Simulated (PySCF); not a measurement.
Which functional comes closest?

Molecule: `CSc1ccncc1`, C$_{6}$H$_{7}$NS.

Atoms are numbered as in `[CH3:1][S:2][c:3]1[cH:4][cH:5][n:6][cH:7][cH:8]1`. Hydrogens are named by the atom that carries them.

Geometry PBE0-D3(BJ)/def2-SVP throughout; GIAO in PySCF 2.14, gas phase, one conformer, non-relativistic; equivalent atoms averaged; basis pcSseg-1.

Reference values (estimated from measurements, as parent shift plus tabulated substituent increments; solution, not stated per compound (mostly CDCl3 or CCl4); Pretsch, Buehlmann, Badertscher, Structure Determination of Organic Compounds, 4th ed. (2009)): δ(C5/C7) = 149.9 ppm, δ(C4/C8) = 120.4 ppm, δ(C3) = 150.5 ppm. Computed shifts are taken against TMS, calculated as an isolated molecule at each level.

**Question.** How do the functionals PBE, BLYP, OPBE, KT2, B3LYP, PBE0, mPW1PW91, WP04, CAM-B3LYP, LC-wPBE perform against the reference? Times are CPU seconds on shared hosts with different chips, so compare them loosely; the GGAs took longer than the global hybrids here, which isn't the general rule, and the cause wasn't traced.

**Answer.** 
```csv
functional,kind,C5/C7,C4/C8,C3,mean abs. error C,core-s
PBE,GGA,151.7,120.5,154.2,1.9,34
BLYP,GGA,152.6,121.2,156.7,3.2,28
OPBE,GGA,145.4,115.6,145.7,4.7,27
KT2,GGA,143.0,113.2,145.3,6.4,27
B3LYP,global hybrid,155.4,123.2,159.3,5.7,18
PBE0,global hybrid,155.0,122.7,157.1,4.7,25
mPW1PW91,global hybrid,155.0,122.7,157.3,4.7,22
WP04,global hybrid,154.7,123.1,159.8,5.6,17
CAM-B3LYP,range-separated hybrid,159.1,125.9,162.8,9.0,26
LC-wPBE,range-separated hybrid,161.3,127.4,162.9,10.3,41
```

For ¹³C the closest is PBE (1.9 ppm) and the furthest LC-wPBE (10.3 ppm). One molecule is a small sample, and vibrational and solvent effects are absent from the calculation.
